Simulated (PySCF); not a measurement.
Computed properties of Sb(Me)2 (C2H6Sb), SMILES [CH3][Sb+][CH3]

Sb(Me)2 (C₂H₆Sb), SMILES [CH3][Sb+][CH3] (connectivity only; charge and spin as stated), charge +1, multiplicity 1. The structure is a stationary point at B3LYP-D3(BJ)/def2-SVP. The spin state was assumed, not searched. The isomer is the one that the SMILES or the coordinates give; other isomers of the formula were not compared. The def2 effective core potentials stand for the cores of Sb; spin–orbit coupling is left out. The values are those of a single conformer. All values are computed for the isolated molecule unless a solvent is named; none is compared with measurement here.

**Structure.** The optimised structure has C2 symmetry. All 21 harmonic modes at B3LYP-D3(BJ)/def2-SVP (PySCF) are real, so it is a minimum. With heavy atoms numbered as in [Sb+:1]([CH3:2])[CH3:6], the shortest bond between them is Sb1–C2 at 2.142 Å and the longest Sb1–C6 at 2.142 Å.

**Vibrations.** The strongest infrared lines (harmonic, unscaled, degenerate partners summed) lie at 1406 cm⁻¹ (46 km/mol, H 95 %), 2996 cm⁻¹ (32 km/mol, H 97 %), 852 cm⁻¹ (22 km/mol, H 79 %, C 20 %). The softest mode is at 62 cm⁻¹ and the zero-point energy is 44.0 kcal/mol.

**Electronic structure.** B3LYP/def2-TZVPD (PySCF) places the frontier levels at -12.99 and -9.82 eV, a gap of 3.17 eV and a mean polarisability of 58.3 bohr³. PBE/def2-TZVPD (PySCF) at the same geometry gives -12.12 and -10.33 eV, so its gap is 1.38 eV narrower. An orbital gap is neither the optical nor the fundamental gap.

**Excitations.** TDA-CAM-B3LYP/def2-SVPD (PySCF) has S1 at 2.27 eV (547 nm, f = 0.010, weak); the most intense of the 10 singlets computed lies at 8.84 eV (f = 0.61). T1 (TDA) is at 1.27 eV, 1.00 eV under S1. TDA-PBE/def2-SVPD (PySCF) puts S1 at 2.26 eV.
